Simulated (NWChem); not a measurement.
# BF$_{2}$, doublet; SMILES [B](F)F

Computed with NWChem. Spin-unrestricted. In the optimisation the excess spin sits in a1 (C2v, its own frame). Geometry: optimised at PBE0/def2-SVP, spin-unrestricted. No stability test was run on the SCF state.

**Question.** Predict the results for B3LYP/def2-SVPD. Quantities: highest occupied level (eV); lowest empty minus highest occupied level, either spin (eV); dipole (D); <S²>.

**Answer.** 
```yaml
highest occupied level (eV): -7.06
lowest empty minus highest occupied level, either spin (eV): 4.18
dipole (D): 0.35
"<S²>": 0.751
```
